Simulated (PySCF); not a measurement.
Se(SiH3)(OSiH3) (H6OSeSi2), SMILES [Se](O[SiH3])[SiH3]. The structure is a stationary point at PBE-D3(BJ)/def2-SVP. This is a generated structure with no PubChem entry under its InChIKey; it may be hypothetical. Other conformers were not sampled.

**Question.** Give the equilibrium geometry at PBE-D3(BJ)/def2-SVP (PySCF confirms it by a frequency run) as Cartesian coordinates in Å. (An estimate is asked for; the answer gives what the named calculation found.)

**Answer.** This is not unique; one that fits is 
```xyz
10

Se     0.1357     0.2030     0.9158
Si     1.6844     1.0843    -0.5450
H      2.7879     0.1006    -0.8074
H      2.2215     2.3046     0.1527
H      1.0265     1.4627    -1.8416
O     -0.3321    -1.2011    -0.2246
Si    -1.7841    -0.9680    -1.0841
H     -2.9567    -0.8117    -0.1541
H     -1.9352    -2.2169    -1.9034
H     -1.7036     0.2396    -1.9798
```
